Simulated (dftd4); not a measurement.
FSn (SMILES [F][Sn+]), charge +1, singlet, at a GFN2-xTB geometry (such geometries of metal compounds can be far from the true shape); dftd4 4.2.0 with D4 for pbe.

Input for dftd4:
```
$ dftd4 mol.xyz --func pbe --charge 1 --json dftd4.json --noedisp

# file mol.xyz
2

Sn    -0.00000000    -0.00000000    -0.31245265
F      0.00000000     0.00000000     1.73584808
```

The log (banner, timings and long lists left out):

```
                    ____  _____ _____     ____  _  _
      -------------|  _ \|  ___|_   _|---|  _ \| || |------------
     |             | | | | |_    | | ___ | | | | || |_           |
     |             | |_| |  _|   | ||___|| |_| |__   _|          |
     |             |____/|_|     |_|     |____/   |_|            |
     |             ===================================           |
     |            E. Caldeweyher, S. Ehlert & S. Grimme          |
     |          Mulliken Center for Theoretical Chemistry        |
     |                    University of Bonn                     |
      -----------------------------------------------------------

Rational (Becke-Johnson) damping: pbe-D4-ATM
---------------------
  s6         1.0000
  s8         0.9595
  s9         1.0000
  a1         0.3857
  a2         4.8069
 alp        16.0000
--------------------

Dispersion energy:      -6.2040220295806E-04 Eh

[Info] JSON dump of results written to 'dftd4.json'
```
